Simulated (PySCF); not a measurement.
## C₆ coefficients of unlike pairs at M06-2X

Calculated with PySCF 2.14 from the dipole response of each species, C₆(A,B) = (3/π) ∫ α_A(iu) α_B(iu) du, in atomic units, from isotropic polarisabilities. For ions this is the dispersion term alone; charge-induced terms of lower order in 1/R come first.

| species | configuration | basis | relativity | α (bohr³) | C₆ (like pair) |
| --- | --- | --- | --- | --- | --- |
| Bi³⁺ | [Xe] 4f14 5d10 6s2 (1S) | aug-cc-pVQZ-DK3 (10s9p7d4f2g) | spin-free X2C | 9.725 | 56.72 |
| O²⁺ | [He] 2s2 2p2 (3P) | aug-pcseg-3 (6s5p5d3f2g) | none | 1.671 | 2.178 |
| Ar | [Ar] (1S) | aug-cc-pCVQZ-DK (10s9p7d5f3g) | spin-free X2C | 11.27 | 64.78 |

Q: Estimate C₆ for Ar with O²⁺.

A: The integral gives 11.55. The combination rule 2 C_A C_B / (C_A α_B/α_A + C_B α_A/α_B) gives 11.62 and the geometric mean 11.88.

No spin-orbit coupling is included.

The other pairs:

```
     pair     C₆
 Ar, Bi³⁺  59.94
O²⁺, Bi³⁺  11.06
```
